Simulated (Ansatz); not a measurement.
`C[O][W]([OH])([Cl])([Cl])([Cl])[O]C` + H₂O → `C[O][W]([OH])([OH])([Cl])([Cl])[O]C` + HCl  (formal hydrolysis of a W–Cl bond)

Isolated molecules relaxed with PBE0-D4/def2-TZVP in Ansatz; ΔE leaves out vibrations. CBS: MP2 limit from def2 TZ/QZ plus the TZ coupled-cluster correction, frozen cores. This one scheme is used for every species. DFT in def2-TZVPP. def2 core potentials past Kr. For W outer-core shells are correlated without core-valence functions, which leaves a few kJ/mol of doubt a bond. One conformer a species, not always the lowest.

| level | ΔE (kcal/mol) |
| --- | --- |
| revPBE | 1.8 |
| CCSD/CBS(def2) | 0.7 |

What does CCSD(T)/CBS give? (Estimate.)

Ansatz gave: +1.8 kcal/mol. The listed levels differ from it by 0.0, -1.1 kcal/mol.

Largest T1 diagnostic among the species: 0.021, so the coupled-cluster value is less sure than usual.

In def2-TZVPP, CCSD(T) changes the Hartree–Fock value by +2.3 kcal/mol (the triples alone add +1.1 kcal/mol) and MP2 by +5.8 kcal/mol. At CCSD(T), def2-SVP lies −3.0 kcal/mol from the extrapolated value and def2-TZVPP −1.5 kcal/mol.

CCSD(T)/CBS has its own doubt, a few kJ/mol and more with outer-core shells, so smaller differences from it don't rank the levels.
